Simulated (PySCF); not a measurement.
Unknown compound

The spectra below were simulated for a compound C₆H₈OSi.

1H NMR (400 MHz, computed): δ 6.17 (m, 1H), 6.12 (m, 1H), 4.89 (s, 3H), 4.10 (m, 2H), 1.36 (m, 1H).

13C{1H} NMR (computed): δ 140.9, 138.3, 75.6, 56.8 (2C), 28.1.

How the numbers were obtained: GIAO PBE0/pcSseg-1 shieldings, coordinates at the GFN2-xTB level, in PySCF (one conformer, no solvent model, one averaged value for each set of equivalent atoms, no relativistic terms).

Referencing at the same level of theory: 1H (31.72 ppm), 13C (186.93 ppm) vs TMS.

Problem. Choose the structure that fits.
A. c1coc([SiH]2CC2)c1
B. O[SiH2]c1ccccc1
C. [SiH3]O[C@@]12C=C[C@H]3[C@@H]1[C@H]32
D. [SiH3]OC=C1C=CC=C1
E. C#CC#CC[SiH2]OC
F. C#C[C@@H]1C(=O)[SiH2][C@@H]1C

Solution. C. 

Rings plus π bonds: 4 (3 rings in the answer). 5 carbon signals for 6 carbons: some carbons are equivalent by symmetry or fast rotation. Carbon types of the structure: 1 × C, 5 × CH, leaving 3 H on heteroatoms. δC 140.9, 138.3: alkene CH; an sp2 carbon of a C=C bond. δC 75.6, 56.8, 28.1: three-membered-ring carbon. δH 6.17, 6.12: hydrogen on an alkene CH; attached to an sp2 carbon and in the plane of the double bond. δH 4.89: hydrogen on a silicon bonded to O. δH 4.10, 1.36: hydrogen on a three-membered-ring carbon.

The others: O[SiH2]c1ccccc1 would give 4 carbon signals, not 5; C#C[C@@H]1C(=O)[SiH2][C@@H]1C would give 6 carbon signals, not 5; [SiH3]OC=C1C=CC=C1 would give 6 carbon signals, not 5; C#CC#CC[SiH2]OC would give 6 carbon signals, not 5; c1coc([SiH]2CC2)c1 would give 6 signals for carbon-bound and other non-exchanging H, not 5.

Shifts are as computed. Against solution values, carbons near 30 ppm lie about +3 ppm off and those near 130 ppm about +5 ppm. Of 1211 compounds with measured shifts, 218 miss one by over three times the rms of a fit or turn the order of signals round; such compounds aren't used in these exercises. Multiplicities follow the n + 1 count of equivalent neighbours, as no J values were calculated; m marks all less simple cases, F and P coupling included.
